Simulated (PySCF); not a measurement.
Te(OMe)2, SMILES CO[Te]OC (C2H6O2Te), singlet, CAM-B3LYP/def2-SVP optimised geometry.

```
11

Te    -1.73    -1.86     0.00
O     -2.00     0.10     0.00
C     -1.75     0.81    -1.20
H     -2.39     0.46    -2.03
H     -1.98     1.86    -1.00
H     -0.70     0.73    -1.51
O      0.25    -1.86     0.00
C      0.92    -1.53     1.20
H      0.66    -2.21     2.03
H      2.00    -1.61     1.00
H      0.70    -0.50     1.52
```

Density from CAM-B3LYP/def2-TZVP, def2 effective core potentials past Kr (PySCF 2.14.0) at that geometry. The core electrons that the potentials of Te replace are not part of the density.

Minimum of the electron density along straight lines between bonded atoms, close to the bond critical point (lines longer than 1.1 times the sum of covalent radii, or with two minima, are not listed):

```
bond    length / Å  ρ at the minimum / e bohr⁻³  ∇²ρ there / e bohr⁻⁵  position (fraction from the first atom)
------  ----------  ---------------------------  --------------------  ---------------------------------------
Te1–O2       1.980                        0.128                  0.32                                     0.50
O2–C3        1.411                        0.262                 -0.60                                     0.64
C3–H4        1.105                        0.277                 -0.96                                     0.65
C3–H5        1.101                        0.280                 -0.98                                     0.65
C3–H6        1.103                        0.279                 -0.97                                     0.65
Te1–O7       1.980                        0.128                  0.32                                     0.50
O7–C8        1.411                        0.262                 -0.60                                     0.64
C8–H9        1.105                        0.277                 -0.96                                     0.65
C8–H10       1.101                        0.280                 -0.98                                     0.65
C8–H11       1.103                        0.279                 -0.97                                     0.65
```
